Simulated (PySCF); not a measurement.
Computed IR spectrum (relative IR intensity) of a molecule C2H9BN2O. Coordinates come from a PBE0-D3(BJ)/def2-SVP optimisation. Other conformers were not sampled. Computed with PBE0-D3(BJ)/def2-SVP in PySCF 2.14.0. No scaling factor is applied to the harmonic values.

```
ν (cm⁻¹)  relative intensity
--------  ------------------
196                       16
218                      7.6
275                       16
386                      3.6
416                      7.6
454                       46
642                       13
997                       35
1096                     2.1
1287                     5.5
1345                      48
1370                     4.8
1399                     5.1
1432                      17
1460                     2.9
1468                     2.4
1536                     100
1598                      65
3043                      13
3048                     4.6
3090                     4.9
3144                     7.0
3152                     6.5
3656                     3.9
3673                     9.3
3785                     8.6
3954                      14
```

Q: Which structure fits?
(A) CNB(O)NC
(B) CN(C)B(N)O
(C) COCB(N)N
(D) CCNB(N)O

A: D, CCNB(N)O
